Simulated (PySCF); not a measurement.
**Relaxation of singlet Cs₂O**

Method: PySCF, PBE0, basis O def2-TZVP, Cs def2-TZVP with ECP46 (scalar-relativistic core potentials, no spin–orbit coupling, density fitting). A (50,194) grid was used.

A hand-made linear start, of D∞h symmetry, held to at least that symmetry:

Coordinates in bohr (charge 0 multiplicity 1):
```
O     0.0000    0.0000    0.0000
Cs    0.0000    0.0000    5.5747
Cs    0.0000    0.0000   -5.5747
```

At each step, columns x, y, z (Å) and Fx, Fy, Fz (eV/Å):

```
step 0  E − E(last) = 138.17 kJ/mol
O    0.000   0.000   0.000   0.000   0.000   0.000
Cs   0.000   0.000   2.950   0.000   0.000  -1.777
Cs   0.000   0.000  -2.950   0.000   0.000   1.777
step 1  E − E(last) = 107.58 kJ/mol
O    0.000   0.000   0.000   0.000   0.000   0.000
Cs   0.000   0.000   2.860   0.000   0.000  -1.750
Cs   0.000   0.000  -2.860   0.000   0.000   1.750
step 2  E − E(last) = 28.28 kJ/mol
O    0.000   0.000   0.000   0.000   0.000   0.000
Cs   0.000   0.000   2.596   0.000   0.000  -1.244
Cs   0.000   0.000  -2.596   0.000   0.000   1.244
step 3  E − E(last) = 2.44 kJ/mol
O    0.000   0.000   0.000   0.000   0.000   0.000
Cs   0.000   0.000   2.331   0.000   0.000   0.514
Cs   0.000   0.000  -2.331   0.000   0.000  -0.514
step 4  E − E(last) = 0.36 kJ/mol
O    0.000   0.000   0.000   0.000   0.000   0.000
Cs   0.000   0.000   2.406   0.000   0.000  -0.191
Cs   0.000   0.000  -2.406   0.000   0.000   0.191
step 5  E − E(last) = 0.00 kJ/mol
O    0.000   0.000   0.000   0.000   0.000   0.000
Cs   0.000   0.000   2.386   0.000   0.000  -0.022
Cs   0.000   0.000  -2.386   0.000   0.000   0.022
step 6  E − E(last) = 0.00 kJ/mol
O    0.000   0.000   0.000   0.000   0.000   0.000
Cs   0.000   0.000   2.383   0.000   0.000   0.001
Cs   0.000   0.000  -2.383   0.000   0.000  -0.001
```

It ends at D∞h with O–Cs 2.386 Å (×2); Cs–O–Cs 180.0° (after a last refinement on a finer grid). A frequency run shows a minimum.

The relaxation took 16 s on 2 threads of a shared Arm Neoverse N1 host, with 89 basis functions and 7 gradients; the process peaked at 0.48 GiB.
